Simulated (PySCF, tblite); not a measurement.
Species: C₅H₇NO₂Si.
Atom-mapped SMILES: `[CH2:1]=[N:2][C:3]1=[CH:4][SiH2:5][O:6][C:7](=[O:8])[CH2:9]1` (hydrogens: H10, H11 on C1; H12 on C4; H13, H14 on Si5; H15, H16 on C9)

Geometry (GFN2-xTB, Å), atoms numbered from 1 in this order:
```xyz
16
C5H7NO2Si angstrom
C      2.8637   -0.3301   -0.3683
N      1.7079   -0.7944   -0.5065
C      0.5439   -0.1919   -0.0997
C      0.1895    1.0581   -0.4476
Si    -1.5760    1.5710   -0.1362
O     -2.3468    0.1154    0.0164
C     -1.8246   -1.0828    0.2183
O     -2.4768   -2.0803    0.0966
C     -0.3698   -1.1108    0.6640
H      3.6894   -0.8757   -0.8017
H      3.0971    0.5857    0.1807
H      0.8917    1.6543   -1.0116
H     -2.2589    2.1767   -1.2681
H     -1.7548    2.2648    1.1389
H     -0.3737   -0.8129    1.7179
H     -0.0092   -2.1382    0.5956
```

Computed with wB97X-D/def2-SVPD in PySCF (dipole) on a GFN2-xTB geometry, gas phase.

Take the most abundant isotopes and a rigid rotor. The values belong to one conformer with, in the numbering `[CH2:1]=[N:2][C:3]1=[CH:4][SiH2:5][O:6][C:7](=[O:8])[CH2:9]1`, C1–N2–C3–C4 54°, C3–C4–Si5–O6 -19°, C4–Si5–O6–C7 16°, Si5–O6–C7–O8 -168°, O6–C7–C9–C3 -45°.

**Question.** What are A, B and C (MHz)?

**Answer.** Ia = 226.25, Ib = 449.57, Ic = 646.72 u·Å²; 505379 MHz·u·Å²/I gives A = 2234, B = 1124, C = 781.4 MHz.

**Question.** Classify the top.

**Answer.** An asymmetric top: κ = (2 × 1124 − 2234 − 781.4)/(2234 − 781.4) = -0.53.

**Question.** Is it planar, by Δ = Ic − Ia − Ib?

**Answer.** Not planar: Δ = Ic − Ia − Ib = -29.10 u·Å². For a rigid frame Δ = −2 Σ m c², so Σ m c² = 14.55 u·Å² lies off the ab plane: 7.08 from hydrogen and 7.47 from heavier atoms. The atom farthest from that plane is 1.69 Å away.

**Question.** Give the other two planar moments, Paa and Pbb, and the rms extents of the mass along the axes.

**Answer.** Paa = Σ m a² = (Ib + Ic − Ia)/2 = 435.02 and Pbb = Σ m b² = (Ia + Ic − Ib)/2 = 211.70 u·Å². With the mass M = 141.02 u, the rms extents √(P/M) along a, b and c are 1.76, 1.23, 0.32 Å.

**Question.** Where do the levels up to J = 4 lie, in MHz?

**Answer.** Above 0(0,0):
J = 1: 1(0,1) 1906, 1(1,1) 3015, 1(1,0) 3358
J = 2: 2(0,2) 5649, 2(1,2) 6484, 2(1,1) 7512, 2(2,1) 10841, 2(2,0) 10908
J = 3: 3(0,3) 11110, 3(1,3) 11647, 3(1,2) 13695, 3(2,2) 16557, 3(2,1) 16881, 3(3,1) 23001, 3(3,0) 23009
J = 4: 4(0,4) 18171, 4(1,4) 18471, 4(1,3) 21839, 4(2,3) 24126, 4(2,2) 25010, 4(3,2) 30737, 4(3,1) 30796, 4(4,1) 39604, 4(4,0) 39605
The levels of one J sum to (2J + 1)J(J + 1)(A + B + C)/3.

**Question.** Predict some low-J microwave lines.

**Answer.** The dipole components are |μa| = 4.36 D, |μb| = 3.47 D, |μc| = 1.74 D. The squared components, which scale the intensities, stand as 1.00 : 0.63 : 0.16 (a : b : c). Some lines, for components of 0.1 D or more:

```json
{"type": "c", "branch": "Q", "J(Ka,Kc)": "2(1,2) ← 2(0,2)", "MHz": "835", "lower level (cm⁻¹)": "0.188"}
{"type": "a", "branch": "Q", "J(Ka,Kc)": "2(1,1) ← 2(1,2)", "MHz": "1028", "lower level (cm⁻¹)": "0.216"}
{"type": "c", "branch": "Q", "J(Ka,Kc)": "1(1,1) ← 1(0,1)", "MHz": "1110", "lower level (cm⁻¹)": "0.064"}
{"type": "b", "branch": "Q", "J(Ka,Kc)": "1(1,0) ← 1(0,1)", "MHz": "1452", "lower level (cm⁻¹)": "0.064"}
{"type": "a", "branch": "R", "J(Ka,Kc)": "1(0,1) ← 0(0,0)", "MHz": "1906", "lower level (cm⁻¹)": "0.000"}
{"type": "c", "branch": "R", "J(Ka,Kc)": "1(1,0) ← 0(0,0)", "MHz": "3358", "lower level (cm⁻¹)": "0.000"}
{"type": "b", "branch": "Q", "J(Ka,Kc)": "2(2,0) ← 2(1,1)", "MHz": "3397", "lower level (cm⁻¹)": "0.251"}
{"type": "a", "branch": "R", "J(Ka,Kc)": "2(0,2) ← 1(0,1)", "MHz": "3743", "lower level (cm⁻¹)": "0.064"}
{"type": "a", "branch": "R", "J(Ka,Kc)": "2(1,1) ← 1(1,0)", "MHz": "4154", "lower level (cm⁻¹)": "0.112"}
{"type": "b", "branch": "Q", "J(Ka,Kc)": "2(2,1) ← 2(1,2)", "MHz": "4357", "lower level (cm⁻¹)": "0.216"}
{"type": "c", "branch": "R", "J(Ka,Kc)": "2(1,1) ← 1(0,1)", "MHz": "5606", "lower level (cm⁻¹)": "0.064"}
{"type": "b", "branch": "R", "J(Ka,Kc)": "2(2,1) ← 1(1,0)", "MHz": "7483", "lower level (cm⁻¹)": "0.112"}
{"type": "c", "branch": "R", "J(Ka,Kc)": "2(2,0) ← 1(1,0)", "MHz": "7551", "lower level (cm⁻¹)": "0.112"}
{"type": "c", "branch": "R", "J(Ka,Kc)": "2(2,1) ← 1(1,1)", "MHz": "7825", "lower level (cm⁻¹)": "0.101"}
{"type": "b", "branch": "R", "J(Ka,Kc)": "2(2,0) ← 1(1,1)", "MHz": "7893", "lower level (cm⁻¹)": "0.101"}
```

Its GFN2-xTB frequencies are all real (lowest 62 cm⁻¹). Constants of a rigid frame at the computed geometry: no zero-point averaging, no centrifugal distortion. Quadrupole hyperfine structure (14N) is left out.

Time: 72 s wall (grids of density and orbitals included); peak memory 1.1 GiB. Hardware: an Arm Neoverse V2 with one thread, on a shared host. This is the wB97X-D/def2-SVPD job that gave the dipole, with the excitations it also computed.
